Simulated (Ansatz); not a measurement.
Cost and result up the ladder for (H2In-mu-Cl)2 (In₂H₄Cl₂) (8 atoms). Charge 0, multiplicity 1. Geometry: PBE0-D4/def2-SVP.

Cartesian coordinates in Å:
```
In 0.531 -0.855 -1.582
H 1.670 0.103 -2.416
H -0.279 -2.351 -1.733
Cl 1.318 -0.797 0.874
In -0.531 0.855 1.582
H 0.273 2.352 1.742
H -1.670 -0.111 2.410
Cl -1.312 0.804 -0.876
```

Ansatz on 4 threads of Arm Neoverse N1 on a shared host. Times are rough, and most runs start from the orbitals of an earlier one. PBE0-D4/def2-TZVP serves as the yardstick here, not as an exact answer. Differences are given only for rows in sets of like size (and for xTB, whose basis is part of the method), since another set adds its own error. Binding counts from free atoms at the same level (In doublet, H doublet, Cl doublet; other spins of the atoms weren't run), without zero-point energy or a counterpoise term.

In the def2 sets In takes a core potential, while STO-3G treats all electrons; there is no spin–orbit coupling. B3LYP takes the VWN-RPA correlation. Correlated methods freeze 18 core orbitals; core or outer-core shells of In are correlated, in sets that lack core-valence functions. The rows differ in basis, and correlated rows in double-zeta sets carry the largest basis error.

Correlated methods converge slowly with the basis, most of all in double-zeta sets.

| level | functions | wall time | binding energy per atom (eV) | difference from PBE0-D4/def2-TZVP (eV) |
| --- | --- | --- | --- | --- |
| HF/STO-3G | 76 | 1.2 s | 3.31 | – |
| PBE-D4/def2-SVP | 108 | 1.6 s | 2.30 | – |
| LDA (SPW92)/def2-TZVP | 198 | 1.9 s | 2.64 | 0.34 |
| PBE0-D4/def2-SVP | 108 | 2.8 s | 2.31 | – |
| HF/def2-TZVP | 198 | 3.6 s | 1.74 | -0.57 |
| revPBE-D4/def2-TZVP | 198 | 3.8 s | 2.23 | -0.07 |
| PBE-D4/def2-TZVP (with forces) | 198 | 4.6 s | 2.30 | -0.01 |
| MP2/def2-TZVP | 198 | 5.5 s | 2.23 | -0.07 |
| PBE0-D4/def2-TZVP | 198 | 6 s | 2.30 | 0.00 |
| B3LYP-D4/def2-TZVP | 198 | 6.5 s | 2.28 | -0.02 |
| r2SCAN-D4/def2-TZVP | 198 | 8 s | 2.36 | 0.06 |
| r2SCANh-D4/def2-TZVP | 198 | 10 s | 2.35 | 0.05 |
| CCSD(T)/def2-SVP | 108 | 13 s | 2.21 | – |
